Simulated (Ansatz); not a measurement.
System: C4H5GeS (charge -1, singlet). It need not be the lowest isomer of its formula. Whether it binds its extra electron was not tested at this geometry. 
Geometry from a B3LYP-D3(BJ)/def2-TZVP (Ansatz, a quantum-chemistry and plane-wave program) optimisation:
SMILES: c1cs[c]([c-]1)[GeH3]
```xyz
11

Ge     1.6909     0.1682     0.2938
C     -0.2151     0.1987     0.1297
C     -1.0557     1.0906     0.7242
C     -2.4041     0.7576     0.3390
C     -2.5581    -0.3222    -0.4960
S     -1.0543    -1.0477    -0.8990
H      2.3328    -0.9938    -0.5253
H      2.1938    -0.0236     1.7519
H      2.3864     1.4644    -0.2080
H     -3.2759     1.3147     0.6763
H     -3.4789    -0.7283    -0.8947
```
Charge -1, spin multiplicity 1.

Basis-set convergence of Hartree-Fock and CCSD(T) correlation energies (hartree) with Ansatz. Valence correlation only, unless marked. Spin-orbit coupling is left out. Frozen are the shells of the preceding noble gas and the d and f shells that filled before the atom's block. No relativistic terms.

The Hartree-Fock reference is unstable (checked in the largest basis), which strains HF and MP2. 

```json
[
 {"basis": "def2-SVPD", "functions": "185", "E(HF)": "-2626.70089", "E(corr, CCSD(T))": "-0.88960"},
 {"basis": "def2-TZVPPD", "functions": "338", "E(HF)": "-2627.26513", "E(corr, CCSD(T))": "-1.04225"},
 {"basis": "def2-QZVPPD", "functions": "591", "E(HF)": "-2627.32363", "E(corr, CCSD(T))": "-1.09615"}
]
```

Extrapolating the two largest sets (X = 3 and 4) as X^-3: E(corr) = (64·(-1.09615) - 27·(-1.04225))/37 = -1.1355 Eh, an estimate of the basis-set limit. The largest set recovers 96.5 % of it, the smallest 78.3 %.
